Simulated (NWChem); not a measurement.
System: YCl2 cation; SMILES [Cl][Y+][Cl]

```xyz
3

Y      0.0000     0.0000     0.6291
Cl     1.9266     0.0000    -0.7216
Cl    -1.9266     0.0000    -0.7216
```
Atoms are numbered in this order, from 1.

Computed with NWChem. The geometry was optimised at PBE-D3(BJ)/def2-SVP. The spin multiplicity was typed, not searched, and may not be the lowest. def2 effective core potentials on Y; no spin-orbit coupling. Vertical excitations in the gas phase; the lowest state need not have the same character in each row.

### Question
Order these by “lowest excitation, singlet (eV)”, lowest first: PBE/def2-SVP, TDA; PBE0/def2-SVP, TDA; B3LYP/def2-SVP, TDA.

### Answer
PBE/def2-SVP, TDA (3.70), B3LYP/def2-SVP, TDA (4.06), PBE0/def2-SVP, TDA (4.47)
